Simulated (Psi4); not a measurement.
Psi4 input (wB97X-D/6-31G*):

```
memory 1500 MB

molecule {
0 2
C     1.87169300   -0.70889000    0.23151400
Si    0.19261800   -0.28614500   -0.50253300
C    -0.99977800   -1.72955900   -0.28978500
Si   -0.61308200    1.66822400    0.49842400
H     1.79254100   -0.88377400    1.30650000
H     2.27409700   -1.61468100   -0.22761200
H     2.58807000    0.09860700    0.07346200
H     0.34312300    0.00107100   -1.95400200
H    -1.97579500   -1.50362300   -0.72162900
H    -0.60717700   -2.62187200   -0.78449100
H    -1.14359400   -1.96234300    0.76698100
H    -0.70644900    1.60286600    1.98301200
H    -1.90980500    2.16533700   -0.03507300
symmetry c1
no_reorient
no_com
}

set {
  basis 6-31G*
  reference uks
  scf_type pk
  dft_radial_points 99
  dft_spherical_points 590
  e_convergence 1e-8
  d_convergence 1e-7
  maxiter 150
}

e = energy('wb97x-d')
print_out(f'\nFINAL {e:.10f} DIPOLE {variable("CURRENT DIPOLE")[0]:.6f} {variable("CURRENT DIPOLE")[1]:.6f} {variable("CURRENT DIPOLE")[2]:.6f}\n')
```

Output:

```
   => Loading Basis Set <=

    Name: 6-31G*
    Role: ORBITAL
    Keyword: BASIS
    atoms 1, 3 entry C          line   111 file 6-31gs.gbs
    atoms 2, 4 entry SI         line   268 file 6-31gs.gbs
    atoms 5-13 entry H          line    44 file 6-31gs.gbs

   => WB97X-D: Empirical Dispersion <=

    Chai and Head-Gordon Dispersion Correction
    Chai, J.-D.; Head-Gordon, M. (2010), J. Chem. Phys., 132: 6615-6620

        s6 =       1.000000

         ---------------------------------------------------------
                                   SCF
               by Justin Turney, Rob Parrish, Andy Simmonett
                          and Daniel G. A. Smith
                              UKS Reference
         ---------------------------------------------------------

  ==> Geometry <==

    Molecular point group: c1
    Full point group: C1

    Geometry (in Angstrom), charge = 0, multiplicity = 2:

       Center              X                  Y                   Z               Mass
    ------------   -----------------  -----------------  -----------------  -----------------
         C            1.871693000000    -0.708890000000     0.231514000000    12.000000000000
         SI           0.192618000000    -0.286145000000    -0.502533000000    27.976926534650
         C           -0.999778000000    -1.729559000000    -0.289785000000    12.000000000000
         SI          -0.613082000000     1.668224000000     0.498424000000    27.976926534650
         H            1.792541000000    -0.883774000000     1.306500000000     1.007825032230
         H            2.274097000000    -1.614681000000    -0.227612000000     1.007825032230
         H            2.588070000000     0.098607000000     0.073462000000     1.007825032230
         H            0.343123000000     0.001071000000    -1.954002000000     1.007825032230
         H           -1.975795000000    -1.503623000000    -0.721629000000     1.007825032230
         H           -0.607177000000    -2.621872000000    -0.784491000000     1.007825032230
         H           -1.143594000000    -1.962343000000     0.766981000000     1.007825032230
         H           -0.706449000000     1.602866000000     1.983012000000     1.007825032230
         H           -1.909805000000     2.165337000000    -0.035073000000     1.007825032230

  Running in c1 symmetry.

  Rotational constants: A =      0.17301  B =      0.09216  C =      0.06829 [cm^-1]
  Rotational constants: A =   5186.81883  B =   2762.94245  C =   2047.18010 [MHz]
  Nuclear repulsion =  208.651653514965858

  Charge       = 0
  Multiplicity = 2
  Electrons    = 49
  Nalpha       = 25
  Nbeta        = 24

  ==> Algorithm <==

[...]
      50A      0.707224    51A      0.718967    52A      0.736385
      53A      0.761615    54A      0.770940    55A      0.819962
      56A      0.834174    57A      0.847020    58A      0.880278
      59A      0.885497    60A      0.965123    61A      0.980523
      62A      1.007665    63A      1.011354    64A      1.018813
      65A      1.027109    66A      1.073002    67A      1.111367
      68A      1.189357    69A      1.251697    70A      1.279844
      71A      1.321623    72A      1.373557    73A      1.768138
      74A      1.799561    75A      1.839441    76A      1.874344
      77A      2.216053    78A      2.318051    79A      2.357052
      80A      2.361503    81A      2.365458    82A      2.368791
      83A      2.977602    84A      3.117334    85A      4.264987
      86A      4.303725

    Beta Occupied:

       1A    -66.272236     2A    -66.262310     3A    -10.281489
       4A    -10.281296     5A     -5.386829     6A     -5.382084
       7A     -3.731676     8A     -3.731095     9A     -3.730575
      10A     -3.726106    11A     -3.725299    12A     -3.724122
      13A     -0.808651    14A     -0.781884    15A     -0.614352
      16A     -0.553000    17A     -0.502173    18A     -0.498475
      19A     -0.481976    20A     -0.481454    21A     -0.425543
      22A     -0.398330    23A     -0.391652    24A     -0.354568

    Beta Virtual:

      25A     -0.037120    26A      0.098368    27A      0.119157
      28A      0.136503    29A      0.177691    30A      0.180546
      31A      0.194845    32A      0.211266    33A      0.229725
      34A      0.237425    35A      0.248096    36A      0.258192
      37A      0.263861    38A      0.293711    39A      0.322500
      40A      0.330633    41A      0.364108    42A      0.380370
      43A      0.437442    44A      0.447534    45A      0.520038
      46A      0.564723    47A      0.580681    48A      0.661296
      49A      0.690025    50A      0.718878    51A      0.729995
      52A      0.754593    53A      0.780936    54A      0.794825
      55A      0.823125    56A      0.834911    57A      0.849220
      58A      0.885652    59A      0.891764    60A      0.965922
      61A      0.980994    62A      1.008132    63A      1.013190
      64A      1.019775    65A      1.032499    66A      1.075269
      67A      1.111806    68A      1.194392    69A      1.255974
      70A      1.282160    71A      1.321735    72A      1.373358
      73A      1.769035    74A      1.800364    75A      1.840255
      76A      1.875180    77A      2.217002    78A      2.318891
      79A      2.358089    80A      2.361664    81A      2.366047
      82A      2.369283    83A      2.991616    84A      3.120481
      85A      4.265778    86A      4.304513

    Final Occupation by Irrep:
              A
    DOCC [    24 ]
    SOCC [     1 ]
    NA   [    25 ]
    NB   [    24 ]

  @UKS Final Energy:  -660.51681722168416

   => Energetics <=

    Nuclear Repulsion Energy =            208.6516535149658580
    One-Electron Energy =               -1325.7242507891023706
    Two-Electron Energy =                 496.3756524685726390
    DFT Exchange-Correlation Energy =     -39.8147401271100208
    Empirical Dispersion Energy =          -0.0051322890102014
    VV10 Nonlocal Energy =                  0.0000000000000000
    Total Energy =                       -660.5168172216841640

  UHF NO Occupations:
  HONO-2 :   23  A 1.9998410
  HONO-1 :   24  A 1.9990028
  HONO-0 :   25  A 1.0000000
  LUNO+0 :   26  A 0.0009972
  LUNO+1 :   27  A 0.0001590
  LUNO+2 :   28  A 0.0001560
  LUNO+3 :   29  A 0.0000522

Computation Completed

Properties will be evaluated at   0.000000,   0.000000,   0.000000 [a0]

Properties computed using the SCF density matrix

 Multipole Moments:

 ------------------------------------------------------------------------------------
     Multipole            Electronic (a.u.)      Nuclear  (a.u.)        Total (a.u.)
 ------------------------------------------------------------------------------------

 L = 1.  Multiply by 2.5417464519 to convert [e a0] to [Debye]
 Dipole X            :          0.1432819            0.0000094            0.1432913
 Dipole Y            :         -0.4918048            0.0000000           -0.4918048
 Dipole Z            :          0.0350636           -0.0000076            0.0350560
 Magnitude           :                                                    0.5134523

 ------------------------------------------------------------------------------------

FINAL -660.5168172217 DIPOLE 0.143291 -0.491805 0.035056

*** Psi4 exiting successfully. Buy a developer a beer!
```

The geometry given is a B3LYP-D3(BJ)/def2-TZVP minimum.
